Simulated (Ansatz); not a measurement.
Species: C$_{2}$H$_{3}$Si, charge 0, doublet. C2H3Si (SMILES C#C[SiH2], doublet).
B3LYP-D3(BJ)/def2-TZVP minimum from Ansatz (an electronic-structure program):
```xyz
6

Si    -0.9705    -0.0822    -0.5111
C      0.6280     0.0688     0.3149
C      1.7225     0.2546     0.7965
H     -1.1146    -1.4037    -1.1623
H     -2.0843     0.2060     0.4203
H      2.6823     0.4074     1.2292
```
Charge 0, spin multiplicity 2.

Atomisation energy term by term, kcal/mol (programs: Ansatz). Radicals and triplets start from unrestricted determinants; spin-orbit coupling is neglected. Correlated methods leave the cores frozen. Rows without X2C or -DK are non-relativistic. CBS(X,Y): correlation extrapolated as X^-3, Hartree-Fock from the larger set. A bracket is a step between two methods taken in the basis named. '+ core + X2C': CCSD(T) terms for core correlation (cc-pwCVTZ, 1s frozen past Ne) and scalar relativity (cc-pVTZ-DK). For partners of very few electrons the exact lower level stands in for a higher one. The UHF reference of C2H3Si (C#C[SiH2], doublet) is spin-contaminated (<S^2> up to 0.10 over the pure value in the sets run).

```tsv
term	basis	kcal/mol
Hartree-Fock	cc-pV(Q+d)Z	391.06
CCSD correlation	CBS(cc-pV(T+d)Z,cc-pV(Q+d)Z)	125.54
(T)	CBS(cc-pV(T+d)Z,cc-pV(Q+d)Z)	10.30
CCSDT(Q) - CCSD(T)	cc-pV(D+d)Z	0.80
core correlation	cc-pwCVTZ	1.94
scalar relativity	X2C, cc-pVTZ-DK	-0.88
sum: De		528.8
```
